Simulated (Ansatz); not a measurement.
Complex (SMILES): Cl (HCl) with Cl (HCl), atoms 1 to 2 the first; geometry from B3LYP-D3(BJ)/def2-TZVP, monomers rigid:
```xyz
4

Cl     0.8867    -0.0511     0.1397
H     -0.2309     0.0366     0.7652
Cl    -0.6491    -3.0596    -1.4835
H      0.0587    -2.0731    -1.0529
```

The counterpoise-corrected interaction energy at CCSD(T) with Ansatz (a first-principles code), in kcal/mol, split into its Hartree-Fock and correlation parts. Cores are frozen. No added dispersion term, no relativity. Functions are those of the species that has most. These sets lack the diffuse functions that weak bonds need.

```tsv
basis	X	functions	Hartree-Fock	CCSD(T)
cc-pV(D+d)Z	2	56	-0.26	-0.75
cc-pV(T+d)Z	3	106	-0.13	-1.34
cc-pV(Q+d)Z	4	188	-0.13	-1.71
cc-pV(5+d)Z	5	310	-0.13	-1.85
```

Worked estimate of the basis-set limit from each neighbouring pair, with Hartree-Fock from the larger set and the correlation part extrapolated as X^-3.
Correlation parts: X = 2: -0.49, X = 3: -1.21, X = 4: -1.58, X = 5: -1.72.
- (2,3): (27·(-1.21) - 8·(-0.49))/19 = -1.51; with Hartree-Fock -0.13 the estimate is -1.64 kcal/mol.
- (3,4): (64·(-1.58) - 27·(-1.21))/37 = -1.85; with Hartree-Fock -0.13 the estimate is -1.98 kcal/mol.
- (4,5): (125·(-1.72) - 64·(-1.58))/61 = -1.87; with Hartree-Fock -0.13 the estimate is -2.00 kcal/mol.
The last two estimates differ by 0.02 kcal/mol; the largest set lies 0.15 from the last. Over the last step Hartree-Fock moves by 0.00 and the correlation part by -0.14.
